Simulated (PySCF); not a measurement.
Coordinates in bohr (charge 0 multiplicity 2):
```
I     0.0000    0.0000   -0.5850
F     0.0000    3.6430   -0.2980
F     0.0000   -3.6430   -0.2980
F     2.3256    0.0000    2.2475
F    -2.3256    0.0000    2.2475
```

All numbers come from UPBE0 in PySCF with I def2-SVP with ECP28, F def2-SVP; scalar-relativistic core potentials, no spin–orbit coupling; density-fitted integrals.

This geometry of IF4 is a stationary point at this level.

(1) What is the point group?

(2) Is it a minimum?

(3) Which band is strongest in the infrared?

(4) What are the dipole moment and the gap between the highest occupied and lowest empty levels of either spin?

(5) Give the atomic charges and bond orders.

## Answers

(1) C2v.

(2) Yes: all harmonic wavenumbers are real.

(3) 668 cm⁻¹ (b2), 201 km/mol.

(4) 3.75 D and 3.23 eV.

(5) 
```csv
atom,Mulliken,Löwdin,polar tensor,spin (Mulliken),Mayer order to I1
I1,1.58,1.43,2.16,0.70,–
"F2,3",-0.42,-0.37,-0.60,0.03,0.82
"F4,5",-0.37,-0.34,-0.48,0.12,0.81
```

This need not be the most stable arrangement of these atoms. At this level a doublet minimum of C4v symmetry lies 38 kJ/mol below this structure. With an element this heavy the missing spin–orbit coupling can shift these numbers.
